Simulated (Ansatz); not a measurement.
Ansatz results at the PBE0-D4/def2-TZVP geometry: size of the dipole moment (B3LYP/def2-TZVPP) 1.45 D; size of the dipole moment (PBE/def2-TZVPP) 1.38 D; size of the dipole moment (ωB97M-V/def2-TZVPP) 1.48 D.

Each molecule was computed in one conformer, which needn't be the lowest.

(1) Which molecule gave them?
A. `CB[O]`•
B. `O[SiH]F`•
C. `[CH3][SnH][I]`•
D. `[O]CCF`•

## Answers

(1) B. The others give `[O]CCF`•: 2.80, 2.73, 2.77; `CB[O]`•: 2.07, 2.23, 1.93; `[CH3][SnH][I]`•: 2.52, 2.38, 2.68.

B3LYP here is the variant with VWN-RPA as its local correlation; programs differ in this.
